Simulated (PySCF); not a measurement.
Gd(II) with different ligands

Computed with PySCF 2.14.0, PBE0, def2-SVP on the ligands, density fitting, scalar-relativistic core potentials, no spin-orbit coupling, vacuum. The metal has lcecp-0-SVP with ECP54. Each complex is relaxed within the symmetry of a template of the same shape. Distances are means of the shortest metal–ligand contacts, charges and spins Mulliken's. lcecp potentials hold a fixed number of 4f electrons in the core, out of states, spins and gaps.

```
   complex  point group  M–first ligand (Å)  charge on M (e)  strongest infrared band, degenerate modes summed (cm⁻¹)  unstable modes (below −25 cm⁻¹)
[GdO(OH)]−           Cs               2.036             0.17                                                        –                                0
  [GdOCl]−           Cs               2.004             0.21                                                      614                                0
   [GdOF]−           Cs               2.036             0.26                                                      402                                0
```

Task: What does the calculation give for [GdSF]−?

Result: point group: Cs, M–first ligand (Å): 2.593, charge on M (e): 0.19, strongest infrared band, degenerate modes summed (cm⁻¹): 437, unstable modes (below −25 cm⁻¹): 0.
```xyz
3

Gd   -0.2131    0.0000   -0.2304
S     2.1689    0.0000    0.7936
F    -2.2045    0.0000    0.6603
```

One start shape was tried for each, so a minimum needn't be the lowest isomer. Oxidation states forced by the potential, rare, strongly oxidising or of another configuration in reality: [GdO(OH)]−, [GdOCl]−, [GdSF]−, [GdOF]−. Small gap, closed shell not tested for a spin-broken solution: [GdOF]−.
